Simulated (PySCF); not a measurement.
In(H)2(OMe) (CH5InO), SMILES C[O][InH2].

Geometry optimised at B3LYP-D3(BJ)/def2-SVP. The def2 effective core potentials stand for the cores of In; spin–orbit coupling is left out.

These are B3LYP-D3(BJ)/def2-SVP (PySCF) values and carry that method's errors.

Frequencies are harmonic and unscaled.

| mode | ν (cm⁻¹) | IR (km/mol) | moving atoms (share of kinetic energy) |
|---|---|---|---|
| 1 | 97 | 3.1 | H 81 %, O 16 % |
| 2 | 186 | 0.5 | H 36 %, C 34 %, O 24 % |
| 3 | 197 | 2.9 | H 80 %, O 15 % |
| 4 | 411 | 63.4 | H 82 % |
| 5 | 514 | 136.6 | O 54 %, H 25 %, In 14 % |
| 6 | 521 | 90.5 | H 96 % |
| 7 | 562 | 67.9 | H 82 %, O 14 % |
| 8 | 1129 | 203.7 | O 46 %, C 42 %, H 12 % |
| 9 | 1174 | 0.0 | H 77 %, C 19 % |
| 10 | 1193 | 13.6 | H 67 %, C 21 %, O 12 % |
| 11 | 1464 | 0.1 | H 96 % |
| 12 | 1475 | 18.3 | H 93 % |
| 13 | 1478 | 43.8 | H 91 %, C 8 % |
| 14 | 1780 | 99.9 | H 99 % |
| 15 | 1828 | 177.6 | H 99 % |
| 16 | 2936 | 127.0 | H 97 % |
| 17 | 2999 | 82.5 | H 91 %, C 9 % |
| 18 | 3015 | 61.5 | H 90 %, C 10 % |
